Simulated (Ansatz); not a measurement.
AlClFH3OSi, SMILES `[F][Al]([Cl])[O][SiH3]` at its PBE0-D4/def2-TZVP geometry, where that method's forces vanish. The species carries charge 0 and has multiplicity 1.

```xyz
8

F     1.0786    2.7726    0.6637
Al   -0.0984    1.7965    0.0851
Cl   -1.8407    2.6662   -0.6159
O     0.1171    0.1527    0.0689
Si    0.1722   -1.4737   -0.0291
H     1.5116   -1.8962   -0.5116
H    -0.8647   -1.9606   -0.9750
H    -0.0757   -2.0574    1.3139
```

What forces (eV/Å) does ωB97M-V/def2-TZVPP give on these atoms in the Gaussian-basis code of Ansatz? (Best estimate.)

Computed: 
```
F1   0.091  0.077  0.045
Al2 -0.059  0.020 -0.024
Cl3 -0.047  0.025 -0.019
O4   0.008 -0.007  0.003
Si5  0.016 -0.293 -0.014
H6  -0.163  0.049  0.058
H7   0.124  0.058  0.114
H8   0.029  0.070 -0.162
```
